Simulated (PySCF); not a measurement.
BH₈NOSi.
Structure used (PBE0-D3(BJ)/def2-SVP), in Å, numbered top down from 1:
```xyz
12
BH8NOSi angstrom
N      1.7379   -0.4225    0.2573
B      0.3686    0.3724   -0.1667
O     -0.6275   -0.2727    0.6539
Si    -2.2383    0.0377    0.7679
H      2.5511   -0.0756   -0.2513
H      1.6290   -1.4202    0.0675
H      1.9028   -0.3140    1.2595
H      0.2651    0.1754   -1.3799
H      0.6018    1.5516    0.1102
H     -2.8175   -0.8981    1.7797
H     -2.5136    1.4425    1.2135
H     -2.9500   -0.1783   -0.5338
```

The closed-shell ground state was solved at several levels (PySCF, density fitting, gas phase, non-relativistic).

```json
{"level": "CAM-B3LYP/def2-SVPD", "basis functions": "151", "total energy (Eh)": "-448.9488", "HOMO (eV)": "-8.30", "LUMO (eV)": "0.39", "gap (eV)": "8.69", "dipole (D)": "5.33"}
{"level": "B3LYP/def2-SVPD", "basis functions": "151", "total energy (Eh)": "-449.0444", "HOMO (eV)": "-6.69", "LUMO (eV)": "-0.60", "gap (eV)": "6.09", "dipole (D)": "5.33"}
{"level": "PBE0/def2-TZVPD", "basis functions": "229", "total energy (Eh)": "-448.9782", "HOMO (eV)": "-6.89", "LUMO (eV)": "-0.54", "gap (eV)": "6.35", "dipole (D)": "5.36"}
{"level": "mPW1PW91/pcSseg-2", "basis functions": "263", "total energy (Eh)": "-449.2689", "HOMO (eV)": "-6.91", "LUMO (eV)": "-0.34", "gap (eV)": "6.57", "dipole (D)": "5.37"}
{"level": "LDA/def2-SVPD", "basis functions": "151", "total energy (Eh)": "-446.5238", "HOMO (eV)": "-5.55", "LUMO (eV)": "-1.04", "gap (eV)": "4.51", "dipole (D)": "5.33"}
{"level": "HF/def2-SVPD", "basis functions": "151", "total energy (Eh)": "-447.4692", "HOMO (eV)": "-10.39", "LUMO (eV)": "1.79", "gap (eV)": "12.18", "dipole (D)": "5.36"}
{"level": "PBE0/def2-SVP", "basis functions": "100", "total energy (Eh)": "-448.6873", "HOMO (eV)": "-6.67", "LUMO (eV)": "0.65", "gap (eV)": "7.32", "dipole (D)": "5.62"}
{"level": "PBE0/aug-cc-pVDZ", "basis functions": "168", "total energy (Eh)": "-448.9101", "HOMO (eV)": "-6.82", "LUMO (eV)": "-0.78", "gap (eV)": "6.04", "dipole (D)": "5.32"}
{"level": "wB97X-D/def2-SVPD", "basis functions": "151", "total energy (Eh)": "-448.9608", "HOMO (eV)": "-8.77", "LUMO (eV)": "1.41", "gap (eV)": "10.18", "dipole (D)": "5.37"}
{"level": "PBE0/6-31G*", "basis functions": "76", "total energy (Eh)": "-448.8664", "HOMO (eV)": "-6.52", "LUMO (eV)": "1.16", "gap (eV)": "7.68", "dipole (D)": "5.54"}
{"level": "LC-wPBE/def2-SVPD", "basis functions": "151", "total energy (Eh)": "-448.8313", "HOMO (eV)": "-9.60", "LUMO (eV)": "1.50", "gap (eV)": "11.10", "dipole (D)": "5.41"}
```

(1) Estimate the row for PBE0/pcSseg-1, a basis of 115 functions; the other rows only guide the guess.

(2) Over all these levels, which gives the widest orbital gap and which the narrowest?

(3) How much does the basis alone move the frontier levels among the 5 PBE0 rows (the withheld one included)?

(4) In the def2-SVPD basis, how does the gap go with the fixed share of exact exchange?

(5) How far do the dipole and the HOMO energy spread over the levels?

## Answers

(1) Total energy -448.8699 Eh, HOMO -6.80 eV, LUMO 0.30 eV, gap 7.10 eV, dipole 5.47 D.

(2) HF/def2-SVPD (Hartree–Fock, all exact exchange) has the widest, 12.18 eV, and LDA/def2-SVPD (LDA) the narrowest, 4.51 eV. The two share the basis. From the narrowest to the widest the HOMO moves by -4.84 eV and the LUMO by +2.83 eV. The HOMO need not be the same orbital at Hartree–Fock and at DFT levels.

(3) The HOMO by 0.37 eV and the LUMO by 1.94 eV. By rising basis size (HOMO, LUMO in eV): 6-31G* -6.52, 1.16; def2-SVP -6.67, 0.65; pcSseg-1 -6.80, 0.30; aug-cc-pVDZ -6.82, -0.78; def2-TZVPD -6.89, -0.54.

(4) LDA (0 %) 4.51 eV; B3LYP (20 %) 6.09 eV; HF (100 %) 12.18 eV. Each rise in the share widens the gap here.

(5) The dipole runs from 5.32 to 5.62 D (mean 5.40 D) and the HOMO from -10.39 to -5.55 eV.

One conformer stands for the species.

wB97X-D is run here without its empirical dispersion term; that term would change no orbital, density or response property at a fixed geometry.
